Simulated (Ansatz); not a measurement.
`C/C(F)=N/[SiH3]`. Total charge 0; spin multiplicity 1. All single points use the PBE0-D4/def2-TZVP geometry.

```xyz
11

C    -0.535   -1.798   -0.778
C    -0.420   -0.446   -0.178
F    -1.662    0.042    0.104
N     0.612    0.195    0.056
Si    0.851    1.767    0.747
H    -1.137   -1.748   -1.688
H    -1.053   -2.466   -0.085
H     0.453   -2.190   -1.004
H    -0.395    2.481    1.135
H     1.582    2.576   -0.259
H     1.703    1.587    1.949
```

Question: What is the dipole moment at ωB97M-V/def2-TZVPP? (An estimate is asked.)

Answer: The calculation gave: 1.61 D, with components (-0.39, -1.43, -0.62) D in this frame, pointing from negative to positive charge.

Question: And with PBE, r2SCAN, B3LYP? (Estimate.)

Answer: The calculation gave: PBE 1.56 D, r2SCAN 1.64 D, B3LYP 1.55 D.

Question: Give the Mulliken charges with ωB97M-V, PBE, r2SCAN in def2-TZVPP. (Best estimate.)

Answer: Computed: 
```tsv
atom	ωB97M-V	PBE	r2SCAN
C1	-0.27	-0.24	-0.13
C2	0.25	0.17	0.28
F3	-0.20	-0.16	-0.20
N4	-0.33	-0.23	-0.36
Si5	0.28	0.30	0.41
H6	0.12	0.11	0.07
H7	0.12	0.11	0.07
H8	0.12	0.11	0.08
H9	-0.03	-0.06	-0.07
H10	-0.03	-0.05	-0.08
H11	-0.03	-0.05	-0.08
```

B3LYP here is the variant with VWN-RPA as its local correlation; programs differ in this.
